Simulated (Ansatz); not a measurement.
Results of the Gaussian-basis code of Ansatz.

FH5InNSi (`N[SiH2][InH][F]`) at its PBE0-D4/def2-TZVP geometry, where that method's forces vanish. Total charge 0; spin multiplicity 1. In takes the def2 core potential.

| atom | x (Å) | y (Å) | z (Å) |
| --- | --- | --- | --- |
| N1 | 0.2797 | 0.6879 | -1.3178 |
| Si2 | -0.5085 | -0.6630 | -0.6277 |
| In3 | -0.0876 | -0.1765 | 1.8432 |
| F4 | 1.2438 | 1.2854 | 1.6140 |
| H5 | 0.9215 | 1.2206 | -0.7499 |
| H6 | 0.4194 | 0.8169 | -2.3053 |
| H7 | -1.9579 | -0.7142 | -0.9690 |
| H8 | 0.0418 | -2.0029 | -0.9979 |
| H9 | -0.3523 | -0.4542 | 3.5104 |

(1) For each bond, give half the difference of the two atoms' forces along it (eV/Å; positive pushes the atoms apart) under PBE-D4, r2SCAN-D4, B3LYP-D4, ωB97M-V in def2-TZVPP. (An estimate is asked.)

Results:

(1) The calculation gave: 
```csv
bond,length (Å),PBE-D4,r2SCAN-D4,B3LYP-D4,ωB97M-V
N1–Si2,1.709,0.09,0.01,0.11,0.15
N1–H5,1.009,0.18,0.00,-0.02,-0.03
N1–H6,1.006,0.18,0.03,-0.01,-0.03
Si2–In3,2.553,-0.08,-0.02,0.09,-0.03
Si2–H7,1.490,0.06,-0.01,-0.13,-0.15
Si2–H8,1.495,0.05,-0.01,-0.12,-0.15
In3–F4,1.991,0.43,0.07,0.28,0.03
In3–H9,1.711,0.03,-0.03,-0.03,-0.05
```

B3LYP here is the variant with VWN-RPA as its local correlation; programs differ in this.
